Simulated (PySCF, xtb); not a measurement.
Cu(F) anion (CuF), SMILES [F][Cu] (connectivity only; charge and spin as stated), charge -1, multiplicity 2.

Harmonic wavenumbers (cm⁻¹) from xtb 6.7.1 with GFN2-xTB at its own minimum, in rising order: 516.

Problem. What does PBE0-D3(BJ)/def2-TZVPD run with PySCF 2.14.0 give at its own minimum? (The exact figures need the calculation; the answer reports its results.)

Solution. 446. Paired by order, the mean absolute difference is 70 cm⁻¹ and the zero-point energies are 0.7 and 0.6 kcal/mol.
